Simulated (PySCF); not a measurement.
Computed spin Hamiltonian

Compound: C₇H₇ (doublet state).
Numbering: `[H]/[C:1]=[CH:2]\[C@H:3]([C:4]#[CH:5])[CH:6]=[CH2:7]` (hydrogens: H8 on C1; H9 on C2; H10 on C3; H11 on C5; H12 on C6; H13, H14 on C7)

Geometry (GFN2-xTB, Å), atoms numbered from 1 in this order:
```xyz
14
C7H7 angstrom
C     -1.3114    1.6033    1.4952
C     -0.9019    0.4417    1.1366
C     -0.2190    0.1244   -0.2282
C     -1.0432   -0.8482   -0.9085
C     -1.7391   -1.6762   -1.4237
C      1.1480   -0.4087    0.0561
C      2.2626    0.2542   -0.1994
H     -1.3529    2.5979    1.1174
H     -1.0001   -0.4365    1.7605
H     -0.1620    1.0446   -0.8174
H     -2.3428   -2.3863   -1.9047
H      1.1769   -1.3872    0.5178
H      2.2528    1.2306   -0.6564
H      3.2313   -0.1541    0.0326
```

The hyperfine couplings belong to this conformer and change with its torsions.

Method used: UKS B3LYP, pcH-1 on C H, non-relativistic, mean-field spin-orbit, GIAO in PySCF 2.14.0. Isolated species at its GFN2-xTB geometry (one conformer only). Couplings are sensitive to structure, and on GFN2-xTB geometries they can be far from those on DFT ones. The SCF solution wasn't tested for stability.

```json
{"g1, g2, g3": "2.00187, 2.00219, 2.00267", "g_iso": "2.00224", "Form of g": "rhombic: the two nearest values differ by 40 % of g3 − g1", "⟨S²⟩": "0.7589 (exact 0.7500)", "α and β electrons": "25, 24", "Basis functions": "245"}
```

Hyperfine couplings atom by atom, in mT; T1 to T3 are the principal values of the dipolar part (MHz turned into mT with g_iso):

```
atom  isotope  a_iso     T1     T2    T3  Mulliken spin population
  C1      13C  10.90  -2.88  -2.12  5.00                      1.02
  C2      13C  -0.59  -0.65   0.07  0.59                     -0.17
  C3      13C   3.17  -0.34  -0.30  0.64                      0.08
  C4      13C  -0.23  -0.05  -0.01  0.06                     -0.01
  C5      13C   0.10  -0.06  -0.06  0.11                      0.02
  C6      13C  -0.20  -0.07   0.01  0.06                     -0.01
  C7      13C   0.08  -0.07  -0.05  0.12                      0.02
  H8       1H   1.16  -1.15  -0.24  1.38                      0.00
  H9       1H   3.84  -0.21  -0.19  0.40                      0.05
 H10       1H  -0.22  -0.23  -0.05  0.27                      0.00
 H11       1H  -0.06  -0.05  -0.01  0.06                      0.00
 H12       1H   0.04  -0.04  -0.03  0.07                      0.00
 H13       1H  -0.03  -0.04   0.00  0.04                      0.00
 H14       1H  -0.03  -0.05  -0.02  0.06                      0.00
```

Largest spin populations (Mulliken): C1 (+1.02), C2 (-0.17) and C3 (+0.08). C1 is the only atom above +0.15. The positive populations add up to 1.20 and the negative ones to -0.20, together 2S = 1.

Axes: g1 points within 8° of the C1–H8 bond and g2 points within 4° of the C2–C3 bond.

Under fast tumbling the dipolar parts average out, and these isotropic splittings remain (the largest six): 1 × 1H (H9, I = 1/2, 2 lines) with 3.84 mT, 1 × 1H (H8, I = 1/2, 2 lines) with 1.16 mT, 1 × 1H (H10, I = 1/2, 2 lines) with 0.22 mT, 1 × 1H (H11, I = 1/2, 2 lines) with 0.06 mT, 1 × 1H (H12, I = 1/2, 2 lines) with 0.04 mT and 1 × 1H (H14, I = 1/2, 2 lines) with 0.03 mT.

The 13C coupling of C1 (305.5 MHz) shows only in satellite lines or after enrichment, since that isotope makes up about 1.07 % of natural carbon.
